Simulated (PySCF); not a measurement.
H₃O₄Ta, multiplicity 1. Atoms are numbered in the order given.

```xyz
8

Ta     0.0000     0.0000    -0.0110
O      0.0000     0.0000    -1.7461
O      1.5756     0.9097     0.5968
H      2.3148     1.3364     0.1498
O      0.0000    -1.8194     0.5968
H      0.0000    -2.6729     0.1498
O     -1.5756     0.9097     0.5968
H     -2.3148     1.3364     0.1498
```
Charge 0, spin multiplicity 1.

Coordinates come from a B3LYP-D3(BJ)/def2-SVP optimisation. The multiplicity is an assumed one; other spin states were not compared. The def2 effective core potentials stand for the cores of Ta; spin–orbit coupling is left out. One conformer was computed; it need not be the lowest.

These are PySCF with B3LYP/def2-TZVP values and carry that method's errors.

The molecule is in vacuum.

Q: Estimate the frontier levels, gap, dipole moment and polarisability. (Estimate from the structure and the level; the computed values follow.)

A: 
- highest occupied level: -8.92 eV
- lowest empty level: -0.63 eV
- orbital gap: 8.29 eV
- dipole moment: 0.27 D
- quadrupole, principal values (traceless, Buckingham form, about the centre of nuclear charge): -16.56, 8.28, 8.28 D·Å
- mean static polarisability: 49.4 bohr³ (7.32 Å³)
- polarisability, principal values: 47.8, 50.2, 50.2 bohr³
